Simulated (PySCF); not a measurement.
Hg: ionisation energy

Hg [Xe] 4f14 5d10 6s2 (1S) → Hg⁺ [Xe] 4f14 5d10 6s1 (2S), as a difference of total energies. Calculation: PySCF 2.14, in aug-cc-pwCVDZ-PP with ECP60MDF; a scalar-relativistic core potential. Correlated levels: valence and next inner shell: nothing frozen outside the core potential. The calculations carry no spin-orbit coupling.

```
                                method  ionisation energy (eV)  error (eV)
                                   UHF                   8.492      -1.946
    MP2 (valence and next inner shell)                  10.469      +0.031
SCS-MP2 (valence and next inner shell)                  10.360      -0.078
   CCSD (valence and next inner shell)                  10.126      -0.312
CCSD(T) (valence and next inner shell)                  10.260      -0.178
```

Reference: 10.438 eV (measured; NIST Atomic Spectra Database, ionization energies).

Errors of the correlated levels include the incompleteness of this basis.
